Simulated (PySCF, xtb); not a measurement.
C2H3F2, SMILES F[C](C)F, multiplicity 2.

Harmonic wavenumbers (cm⁻¹) from xtb with GFN2-xTB at its own minimum, in rising order: 111, 340, 371, 451, 864, 969, 1045, 1192, 1271, 1375, 1434, 1434, 2897, 3048, 3056.

Task: What does r2SCAN-D4/def2-SVP run with PySCF give at its own minimum? (An estimate is asked for; the answer gives what the named calculation found.)

Result: 204, 374, 456, 540, 876, 973, 1078, 1262, 1284, 1397, 1441, 1446, 3004, 3128, 3181. Paired by order, the mean absolute difference is 52 cm⁻¹ and the zero-point energies are 28.4 and 29.5 kcal/mol.
